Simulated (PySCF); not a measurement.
Structure from 2D NMR

Compound of formula C5H12B2. Correlations simulated from computed shifts and couplings:

HSQC (one-bond C–H):
```csv
δH,δC,"$^{1}J$(C,H) (Hz)"
3.96,92.9,107
3.32,40.7,137
2.33,34.0,145
1.90,20.8,138
1.65,20.8,145
1.30,34.0,135
```

COSY cross peaks (|J| ≥ 2 Hz):
```csv
δH,δH,abs. J (Hz),bonds
3.96,3.32,11.1,3
3.32,2.33,8.6,3
3.32,1.30,11.2,3
2.33,1.90,9.0,3
2.33,1.30,11.7,2
1.90,1.65,12.1,2
1.90,1.30,12.1,3
1.65,1.30,9.5,3
```

HMBC (two and three bonds, |J| ≥ 2.5 Hz):
```csv
δH,δC [abs. J in Hz]
7.67,"92.9 [4.3], 40.7 [7.1]"
3.32,34.0 [3.6]
2.33,"40.7 [2.7], 34.0 [13.5], 20.8 [2.6]"
1.90,34.0 [3.9]
1.65,"40.7 [12.8], 34.0 [2.6]"
1.30,"92.9 [5.8], 40.7 [4.1], 20.8 [4.0]"
```

No relativistic terms, one conformer, equivalent nuclei averaged, no solvent model. NMR shieldings at PBE0/pcSseg-1/GIAO; J: B3LYP/pcJ-1 (spin–dipole term only in couplings to heteroatoms); geometry: PBE0-D3(BJ)/def2-SVP; PySCF.

References, each an isolated molecule treated in the same way: TMS for $^{1}$H and $^{13}$C.

Exchangeable hydrogens are left out of these lists, and C,H couplings along chains are those of one rotamer, so weak HMBC peaks may be missing or extra.

Work out the connectivity.

## Answers

`BC(B)C1CCC1`.

Atom-mapped SMILES (the numbers label the heavy atoms): `[BH2:1][CH:2]([BH2:3])[CH:4]1[CH2:5][CH2:6][CH2:7]1`; H(Xn) means a hydrogen on atom n. Ha(C5), Ha(C6), Ha(C7) are cis to C2 on the ring; Hb(C5), Hb(C6), Hb(C7) are trans to C2 on the ring.

1. δC 92.9 is C2, an sp3 CH bonded to 2 B (δH 3.96).
2. δC 40.7 is C4, an sp3 CH in a ring (δH 3.32).
3. δC 34.0 is C5/C7, an sp3 CH2 in a ring (δH 2.33, 1.30).
4. δC 20.8 is C6, an sp3 CH2 in a ring (δH 1.65, 1.90).
5. COSY links 3.96–3.32, 3.32–2.33, 3.32–1.30, 2.33–1.90, 2.33–1.30, 1.90–1.65.

The shifts were computed for this structure.

Hydrogens on boron are broadened and split by $^{11}$B (spin 3/2, 80 %) and 10B (spin 3). A carbon bonded to boron is broadened by the quadrupolar boron nucleus and is often missing from a measured spectrum. Unscaled 3J(H,H) at this level run about 10 % above measured values. Shifts are as computed. Against solution values, carbons near 30 ppm lie about +2 ppm off and those near 130 ppm about +5 ppm. Of 1211 compounds with measured shifts, 218 miss one by over three times the rms of a fit or turn the order of signals round; such compounds aren't used in these exercises. Only one conformer was computed, so three-bond couplings in flexible chains and rings are approximate.
